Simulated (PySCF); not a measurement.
**InOF, singlet: structure and spectrum**

All numbers come from PySCF, PBE0, basis In def2-TZVP with ECP28, O def2-TZVP, F def2-TZVP (scalar-relativistic core potentials, no spin–orbit coupling, density fitting).

The structure is a minimum.

```xyz
3
charge 0 multiplicity 1, angstrom
In    0.0000    0.0000   -0.0467
O     0.0000    0.0000   -1.8696
F     0.0000    0.0000    1.8558
```

* Point group: C∞v
* Bond lengths: In–F 1.902 Å, In–O 1.823 Å
* Bond angles: F–In–O 180.0°
* Rotational constants: 0.1386 cm⁻¹
* Atomisation energy without zero-point energy: 710 kJ/mol
* Heat capacity Cp at 298.15 K: 51.8 J/(mol K)
* Rotational symmetry number: 1
* Principal quadrupole moments (Buckingham, traceless) about the centre of mass: -17.29, 8.64, 8.64 D Å
* Dipole moment: 2.24 D
* Enthalpy at 298.15 K above 0 K: 12.63 kJ/mol
* Principal polarisabilities: 27.8, 27.8, 48.0 bohr³
* Entropy at 298.15 K and 1 bar: 265.2 J/(mol K)
* Zero-point energy: 10.4 kJ/mol
* Highest occupied level: -7.93 eV
* Lowest empty level: -2.90 eV

Harmonic modes (masses in u: In 114.904, O 15.995, F 18.998):
```tsv
symmetry	ω (cm⁻¹)	IR (km/mol, summed over degenerate members)	μ (u)	type
π	152	69.8	21.39	bend
σ+	614	45.3	19.45	stretch
σ+	820	58.6	19.08	stretch
```

In C∞v the vibrations span π + 2σ+.

Charges (e):
| atom | Mulliken | Löwdin | polar tensor | Mayer order to In1 |
| --- | --- | --- | --- | --- |
| In1 | 0.93 | 0.57 | 1.19 | – |
| O2 | -0.52 | -0.36 | -0.59 | 1.94 |
| F3 | -0.41 | -0.21 | -0.59 | 0.92 |

Mulliken populations on In1 (electrons outside its core potential): s 3.03, p 6.80, d 10.14, f 0.11.

Outer orbital energies (eV). occupied: -22.53, -21.32, -13.03, -11.72, -11.72, -9.74, -7.93, -7.93; empty: -2.90, -1.21, -1.21, 1.17.

Counting electrons, indium keeps none of its valence electrons outside its bonds, so the VSEPR class is AX2 and the expected shape is linear; with unlike ligands the computed point group is C∞v.

Only a few start shapes were tried, so a lower isomer may exist.

The final relaxation and frequency run took roughly 50 core-seconds on a shared host.
